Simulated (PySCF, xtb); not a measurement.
Al(F)(Br)(OMe) (CH3AlBrFO), SMILES C[O][Al]([F])[Br]. One conformer was computed; it need not be the lowest.

Harmonic wavenumbers (cm⁻¹) from GFN2-xTB in xtb 6.7.1 at its own minimum, in rising order: 5, 84, 132, 145, 164, 263, 401, 688, 822, 1135, 1137, 1235, 1417, 1471, 1472, 2974, 2978, 2984.

### Question
What does PySCF with B3LYP-D3(BJ)/def2-SVP give at its own minimum? (The exact figures need the calculation; the answer reports its results.)

### Answer
71, 78, 101, 187, 243, 249, 390, 728, 920, 1180, 1187, 1247, 1475, 1478, 1485, 2993, 3069, 3080. Paired by order, the mean absolute difference is 43 cm⁻¹ and the zero-point energies are 27.9 and 28.8 kcal/mol.
